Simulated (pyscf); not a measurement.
Single points on ωB97X-D3(BJ)/def2-SVP structures (PySCF, gas phase).

Question: Estimate by transition-state theory the rate constant of AsH₃ (SMILES [AsH3]) + H₃Si–Si•(SiH₃)–SiH₃ (SMILES [SiH3][Si]([SiH3])[SiH3]) → AsH₂• (SMILES [AsH2]) + H₃Si–SiH(SiH₃)–SiH₃ (SMILES [SiH3][SiH]([SiH3])[SiH3]) (doublet surface; As–H broken, H–Si formed) at 1200 K, with ωB97M-D3(BJ)/def2-TZVP energies (ideal gas, 1 atm, RRHO with modes under 100 cm⁻¹ raised to 100, one conformer, R ln 2 for chiral ones without a mode under 150 cm⁻¹; no tunnelling).

Answer: The electronic barrier is 0.5 kcal/mol and the thermal terms add +33.3, so ΔG‡ = 33.7 kcal/mol. With k_BT/h = 2.50e+13 s⁻¹ and RT = 2.385 kcal/mol, and a volume of 1.64e-19 cm³ per molecule at 1 atm, k = 2.9e-12 cm³ molecule⁻¹ s⁻¹. Wigner's tunnelling factor for 1427i cm⁻¹ would be 1.12. A shift of 1 kcal/mol in the barrier changes k by a factor 1.5. This is the saddle that the search found; another between the same sides may lie lower. The angle at the transferred H is 158°. Elements up to Kr have no core potential and no relativistic terms here.
